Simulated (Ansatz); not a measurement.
`Cl[SiH2][SiH2][GeH3]` → `Cl[SiH2][GeH3]` + `[SiH2]`  (silylene formation by 1,1-elimination)

Calculated with Ansatz (gas phase, PBE0-D4/def2-TZVP geometries, no zero-point term in ΔE). CCSD(T)/CBS is the MP2 limit (def2-TZVPP, def2-QZVPP) plus CCSD(T) − MP2 in def2-TZVPP, frozen cores. This one scheme is used for every species. Functionals use def2-TZVPP. B3LYP here is the variant with VWN-RPA as its local correlation; programs differ in this. For Ge outer-core shells are correlated without core-valence functions, which leaves a few kJ/mol of doubt a bond. Scalar relativity is left out up to krypton. One conformer a species, not always the lowest.

| level | ΔE (kJ/mol) | difference from CCSD(T)/CBS |
| --- | --- | --- |
| PBE0-D4 | 265.7 | 19.9 |
| B3LYP-D4 | 242.1 | -3.7 |
| ωB97M-V | 237.0 | -8.8 |
| PBE | 250.4 | 4.6 |
| B3LYP | 226.5 | -19.3 |
| HF/def2-TZVPP | 216.0 | -29.8 |
| MP2/def2-TZVPP | 254.6 | 8.8 |
| SCS-MP2/def2-TZVPP | 240.4 | -5.4 |
| MP2/def2-QZVPP | 258.6 | 12.8 |
| SCS-MP2/def2-QZVPP | 244.7 | -1.1 |
| CCSD(T)/CBS | 245.8 | 0 |

Largest T1 diagnostic among the species: 0.014.

The D4 term adds +15.5 kJ/mol with B3LYP and +8.7 kJ/mol with PBE0; it sums over pairs of atoms, weighted by their polarisabilities, and B3LYP, whose exchange is more repulsive, gets the larger term. In def2-TZVPP, CCSD(T) changes the Hartree–Fock value by +22.7 kJ/mol (the triples alone add +6.0 kJ/mol) and MP2 by +38.6 kJ/mol.
